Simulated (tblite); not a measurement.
Run record: tight-binding relaxation, `CC[P@](C)(=O)CP(C)C`.

Computed with GFN2-xTB geometry optimisation, gas phase (tblite 0.8.0). Start geometry: from a force field or distance geometry. A driver script takes a list of jobs; this job's settings line and coordinates (Å) are shown.

Command:
```bash
OMP_NUM_THREADS=1 python probes_run.py task.json out
```

Input:
```
{"job": {"kind": "relax", "xc": "GFN2-xTB", "basis": "xTB"}, "charge": 0, "multiplicity": 1}
C     -2.114000     2.092300     0.879900
C     -2.384300     0.842900     0.063400
P     -1.152200    -0.457900     0.326500
C     -1.725300    -1.817400    -0.675900
O     -0.970100    -0.811100     1.778300
C      0.357300     0.138500    -0.481700
P      1.899400    -0.909200    -0.794400
C      3.125800     0.424300    -1.111000
C      2.326400    -1.315200     0.954900
H     -2.915500     2.831700     0.710900
H     -2.093800     1.865500     1.948800
H     -1.167500     2.541400     0.608600
H     -3.367700     0.439600     0.354300
H     -2.415900     1.090500    -0.994400
H     -2.702700    -2.165500    -0.313700
H     -1.024400    -2.659200    -0.596500
H     -1.823300    -1.528900    -1.713100
H      0.068900     0.516500    -1.463700
H      0.686700     1.008300     0.114400
H      3.118600     1.181500    -0.322500
H      4.125600     0.008200    -1.171500
H      2.899100     0.914400    -2.065900
H      1.609700    -2.020000     1.376900
H      3.309200    -1.772100     1.006500
H      2.319200    -0.415100     1.589900
```

Output:
```
step      E/eV     max force
  0    -820.51863    3.154
  1    -820.60711    2.322
  2    -820.65259    0.308
  3    -820.66172    0.241
  4    -820.67368    0.197
  5    -820.67870    0.187
  6    -820.68903    0.220
  7    -820.69662    0.219
  8    -820.70419    0.162
  9    -820.70954    0.144
... (83 lines left out)
 93    -820.79835    0.023
 94    -820.79844    0.023
 95    -820.79852    0.024
 96    -820.79861    0.024
 97    -820.79876    0.018
 98    -820.79882    0.018
 99    -820.79888    0.015
100    -820.79893    0.017
101    -820.79899    0.015
102    -820.79902    0.009
```

«max force» is the largest atomic force in eV/Å.

Question: From which step on does the largest force stay under 0.1 eV/Å, and how much energy is left to gain from there?

Answer: From step 32 (0.095 eV/Å), 21.3 meV above the end.

In short: energy lowered by 6.5 kcal/mol over 102 steps; largest atomic force 0.009 eV/Å at the end.

On Arm Neoverse V1, one thread, shared host with 32 logical CPUs at a one-minute load of 13, this took 1.1 s of wall time.
Labels such as C1 count atoms from 1, the log's own numbers from 0.
